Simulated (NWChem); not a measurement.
**Correlation energy of H₂Ge**

```xyz
3

Ge     0.0000     0.0000     0.0664
H     -1.1425     0.0000    -1.0616
H      1.1425     0.0000    -1.0616
```
Charge 0, spin multiplicity 1.

All runs are NWChem calculations. The geometry was optimised at B3LYP/def2-SVP, a minimum by its harmonic frequencies.

Basis set: def2-SVP. Each correlation energy counts from its own Hartree-Fock reference.

| method | correlation energy (mHa) | difference from CCSD(T) |
|---|---|---|
| CR-CCSD[T] | -237.0 | +0.4 |
| CR-CCSD(T) | -236.4 | +1.0 |
| CCSD | -231.5 | +5.9 |
| CCSD+T(CCSD) | -238.1 | -0.7 |
| SCS-MP2 | -209.7 | +27.7 |
| MP2 | -216.7 | +20.7 |
| CCSD(T) | -237.4 | 0.0 |

The values span 28.4 mHa, from CCSD+T(CCSD) (lowest) to SCS-MP2 (highest). 

The Hamiltonian is non-relativistic. The correlated methods keep 9 core orbitals frozen. The structure started from a generated list of species. Differences from the coupled-cluster row are differences between methods, not errors against experiment.
